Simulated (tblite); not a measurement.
Compound: C4H7NO2.
Atom-mapped SMILES: `[CH3:1]/[CH:2]=[N:3]/[CH2:4][O:5][CH:6]=[O:7]` (hydrogens: H8, H9, H10 on C1; H11 on C2; H12, H13 on C4; H14 on C6)

A start from a force field or distance geometry was refined with tblite 0.8.0, GFN2-xTB geometry optimisation, gas phase. Values at the start:

```tsv
coordinate	start
C1–C2	1.508 Å
C1–H8	1.083 Å
C2=N3	1.285 Å
C2–H11	1.102 Å
N3–C4	1.478 Å
C4–O5	1.418 Å
C4–H12	1.105 Å
O5–C6	1.355 Å
C6=O7	1.214 Å
C6–H14	1.097 Å
C1–C2–N3	119.9°
C2–N3–C4	112.2°
N3–C4–O5	116.3°
C4–O5–C6	114.3°
O5–C6–O7	126.4°
C2–N3–C4–O5	57°
N3–C4–O5–C6	179°
C4–O5–C6–O7	3°
```

Q: How do these coordinates change at the GFN2-xTB level?

A: 
```
 coordinate  GFN2-xTB (Å or °)  change
      N3–C4              1.404  -0.074
      O5–C6              1.318  -0.037
      C4–O5              1.449  +0.031
      C2=N3              1.257  -0.028
      C1–C2              1.485  -0.023
      C6=O7              1.195  -0.019
     C2–H11              1.094  -0.008
     C6–H14              1.104  +0.007
     C4–H12              1.099  -0.006
      C1–H8              1.085  +0.002
   C2–N3–C4              124.3   +12.1
   C4–O5–C6              116.3    +2.0
   N3–C4–O5              114.6    -1.7
   C1–C2–N3              120.5    +0.6
   O5–C6–O7              126.9    +0.5
C2–N3–C4–O5                  0     -57
N3–C4–O5–C6               -175      +6
C4–O5–C6–O7                  0      -3
```

The energy falls by 8.0 kcal/mol over 94 L-BFGS steps, the largest force on an atom goes from 2.70 to 0.007 eV/Å, and the atoms move by 0.483 Å rms after alignment. The bond that changes most is N3–C4 (imine nitrogen to sp3 carbon bound to oxygen), which shortens by 0.074 Å. Bonds longer at the end by more than 0.005 Å: 2 of 13; shorter: 8. Among the dihedrals that turn most is C2–N3–C4–H12, from 179° to 122°. Rotational constants go from 11373, 1090, 1041 to 12570, 1116, 1039 MHz.

The run took 0.73 s of wall time on Arm Neoverse N1, one thread, shared host with 64 logical CPUs at a one-minute load of 59.

GFN2-xTB frequencies show an imaginary mode (21i cm⁻¹), so the point is no minimum at that level.

The numbers are calculated, not measured.
